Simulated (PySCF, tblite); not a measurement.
Isomers of C5H5NO3, one GFN2-xTB conformer each. Single-point energies are computed at PBE0/pcSseg-1 (PySCF, gas phase, no added dispersion term), electronic only.

```tsv
SMILES	GFN2-xTB relative energy (kcal/mol)
C/N=C\c1coc(=O)o1	0.0
N#CC1COC(=O)OC1	6.6
```

Conformers: `[CH3:1]/[N:2]=[CH:3]\[c:4]1[cH:5][o:6][c:7](=[O:8])[o:9]1` with N2–C3–C4–C5 6°; `[N:1]#[C:2][CH:3]1[CH2:4][O:5][C:6](=[O:7])[O:8][CH2:9]1` with C2–C3–C4–O5 176°, C3–C4–O5–C6 -31°, C4–O5–C6–O7 -178°, O5–C6–O8–C9 -3°.

Q: What does PBE0/pcSseg-1 give for the same structures?

A: 
```csv
SMILES,PBE0/pcSseg-1 E (Eh),PBE0/pcSseg-1 (kcal/mol),GFN2-xTB (kcal/mol),point group
N#CC1COC(=O)OC1,-473.37207,0.0,6.6,Cs
C/N=C\c1coc(=O)o1,-473.35314,11.9,0.0,near Cs
```

GFN2-xTB puts C/N=C\c1coc(=O)o1 lowest instead. 

Q: Which frontier levels, dipoles and rotational constants go with these structures?

A: 
| SMILES | HOMO (eV, PBE0/pcSseg-1) | LUMO (eV) | dipole (D) | A, B, C (MHz) |
| --- | --- | --- | --- | --- |
| N#CC1COC(=O)OC1 | -8.78 | -0.08 | 2.26 | 5008, 1042, 891.5 |
| C/N=C\c1coc(=O)o1 | -7.55 | -1.97 | 3.97 | 5489, 973.4, 831.9 |

Q: What happens when harmonic zero-point energies from GFN2-xTB frequencies are added?

A: 
```csv
SMILES,ZPE (kcal/mol),electronic (kcal/mol),with ZPE (kcal/mol)
N#CC1COC(=O)OC1,61.8,0.0,0.0
C/N=C\c1coc(=O)o1,60.8,11.9,11.0
```

The zero-point energies span 1.0 kcal/mol. The order is unchanged.
